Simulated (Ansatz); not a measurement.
Input for Ansatz (a first-principles code): R-SVWN5/def2-TZVPP on C4H4N2 (SMILES N#CCCC#N), a point of a torsion scan.

Ansatz 0.2 input:
```yaml
crystal:
  periodic: [false, false, false]
  atoms:
    - {symbol: N, position_ang: [-2.28001569, 0.02443387, 1.27556666]}
    - {symbol: C, position_ang: [-1.50114296, 0.25722980, 0.47379265]}
    - {symbol: C, position_ang: [-0.49848520, 0.55323576, -0.52191040]}
    - {symbol: C, position_ang: [0.68686816, -0.42328802, -0.41822976]}
    - {symbol: C, position_ang: [0.25353497, -1.78575591, -0.61879746]}
    - {symbol: N, position_ang: [-0.09754406, -2.85799726, -0.79430704]}
    - {symbol: H, position_ang: [-0.96257526, 0.48173162, -1.51045340]}
    - {symbol: H, position_ang: [-0.14883217, 1.57860627, -0.37172299]}
    - {symbol: H, position_ang: [1.43601094, -0.17943482, -1.17685800]}
    - {symbol: H, position_ang: [1.15149372, -0.35110550, 0.57001137]}
basis:
  gaussian:
    orbitals: def2-TZVPP
hamiltonian:
  xc: {name: SVWN5}
scf: {lower_state_search: off}
```

The head of its log:

```
WARN ansatz: RAYON_NUM_THREADS=6 ignored (pool sized by the plan → 6); use --threads N
Functional definition: SVWN5
these checks for a lower state are left out or cut short: stability, starts, cluster_reference, orbital_swaps, neighbouring_geometries, increment
integrals: 0.15 GiB planned
1266 factors; their error is unknown
mean field: 1.24 GiB planned
mean field evaluation 1: about -7118.1649 eV, gradient 8.0e1 eV
mean field evaluation 2: about -7100.5392 eV, gradient 1.1e2 eV
```

What total energy does the run end on?

-262.0856 hartree.
